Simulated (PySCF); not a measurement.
Cl3Nb, neutral, multiplicity 3. Atoms are numbered in the order given.

```xyz
4

Nb     0.0000     0.0000     0.0790
Cl     0.0000     2.0778     1.0153
Cl     0.0000    -2.0778     1.0153
Cl     0.0000     0.0000    -2.2213
```
Charge 0, spin multiplicity 3.

Coordinates come from a PBE0-D3(BJ)/def2-SVP optimisation. The geometry has at least one imaginary mode, so it is a saddle point at that level. The multiplicity is an assumed one; other spin states were not compared. The def2 effective core potentials stand for the cores of Nb; spin–orbit coupling is left out.

Computed with PBE0-D3(BJ)/def2-SVP run with PySCF.

Frequencies are harmonic and unscaled.

```
mode  ν (cm⁻¹)  IR (km/mol)  moving atoms (share of kinetic energy)
----  --------  -----------  --------------------------------------
1          50i         20.3                        Cl 83 %, Nb 17 %
2           73          6.5                        Nb 53 %, Cl 47 %
3           91          1.3                        Cl 83 %, Nb 17 %
4          372          0.0                                Cl 100 %
5          405        210.4                        Cl 64 %, Nb 36 %
6          427         87.5                        Cl 63 %, Nb 37 %
```
